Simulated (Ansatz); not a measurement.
`FC(F)[O][ZnH]` + CH₃NH₂ → `C[NH][ZnH]` + `OC(F)F` at 600 K and 1 bar (ligand exchange at a Zn–O bond).

Gas-phase electronic energies from Ansatz, PBE0-D4/def2-TZVP geometries. CCSD(T)/CBS is the MP2 limit (def2-TZVPP, def2-QZVPP) plus CCSD(T) − MP2 in def2-TZVPP, frozen cores. For Zn outer-core shells are correlated without core-valence functions, which leaves a few kJ/mol of doubt a bond. Scalar relativity is left out up to krypton. Each species was taken in one conformer, which may not be the lowest.

```csv
species,CCSD(T)/CBS energy (Eh),H − E (kJ/mol),S (J/(mol·K))
`FC(F)[O][ZnH]`,-2092.41029,135.7,412.7
CH₃NH₂,-95.75281,199.3,283.8
`C[NH][ZnH]`,-1874.12279,200.5,368.9
`OC(F)F`,-314.01610,133.8,325.1
```

H − E and S are ideal-gas, rigid-rotor, harmonic terms from PBE0-D4/def2-TZVP, for one conformer and one mirror image of each species. 1 Eh = 2625.50 kJ/mol, R = 8.31446 J/(mol·K).

Task: By hand: ΔE, ΔH, ΔS and ΔG.

Result: ΔE = (-1874.12279) + (-314.01610) − (-2092.41029) − (-95.75281) = 0.02421 Eh = 63.6 kJ/mol. Δ(H − E) = 200.5 + 133.8 − 135.7 − 199.3 = -0.7, so ΔH = 62.9 kJ/mol. ΔS = 368.9 + 325.1 − 412.7 − 283.8 = -2.5 J/(mol·K). ΔG = 62.9 − 600 × (-2.5)/1000 = 64.4 kJ/mol.

Task: By hand: the equilibrium constant, and the temperature at which ΔG would vanish if ΔH and ΔS stayed fixed.

Result: log₁₀ K = −ΔG/(RT ln 10) = -5.6. ΔH and −TΔS have one sign here, so there is no such temperature.

The number of gas molecules stays the same, so ΔS is small and ΔH decides. A doubt of 5 kJ/mol in ΔE shifts log₁₀ K by 0.4 here. Other conformers and mirror images would add mixing entropy, several J/(mol·K) or more a flexible species. Modes under 60 cm⁻¹, often nearly free rotors, make the harmonic entropy too high. These are equilibria of isolated gas molecules and say nothing of rates. Largest T1 diagnostic: 0.015 (customary marks: 0.02 for closed shells, 0.045 for open ones).

ΔS is within the doubt of such terms, so its sign, and with it that verdict, could turn.
